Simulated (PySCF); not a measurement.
# C₆ coefficients of unlike pairs at UHF

Calculated with PySCF 2.14 from the dipole response of each species, C₆(A,B) = (3/π) ∫ α_A(iu) α_B(iu) du, in atomic units, from isotropic polarisabilities. For ions this is the dispersion term alone; charge-induced terms of lower order in 1/R come first.

```
species                configuration                                                                                              basis      relativity  α (bohr³)  C₆ (like pair)
   Ir²⁺           [Xe] 4f14 5d7 (4F)                                                          aug-cc-pVTZ-PP with ECP60MDF (6s6p5d3f2g)  core potential      9.551           60.85
   Ca²⁺                    [Ar] (1S)                                                                            dyall-av3z (25s18p5d4f)   spin-free X2C      3.188           10.60
     Tl  [Xe] 4f14 5d10 6s2 6p1 (2P)  aug-cc-pVQZ-PP with one added diffuse shell each of s, p, d, f, g type with ECP60MDF (8s8p6d4f3g)  core potential      76.81           833.8
   Ti³⁺                [Ar] 3d1 (2D)                                                                           def2-TZVPPD (6s6p4d2f1g)            none      2.172           5.525
```

Question: Estimate C₆ for Tl with Ca²⁺.

Answer: The integral gives 71.52. The combination rule 2 C_A C_B / (C_A α_B/α_A + C_B α_A/α_B) gives 60.95 and the geometric mean 94.01.

No spin-orbit coupling is included.

The other pairs:

| pair | C₆ |
| --- | --- |
| Tl, Ir²⁺ | 189.1 |
| Ca²⁺, Ir²⁺ | 25.11 |
| Ti³⁺, Tl | 49.72 |
| Ti³⁺, Ca²⁺ | 7.623 |
| Ti³⁺, Ir²⁺ | 17.91 |
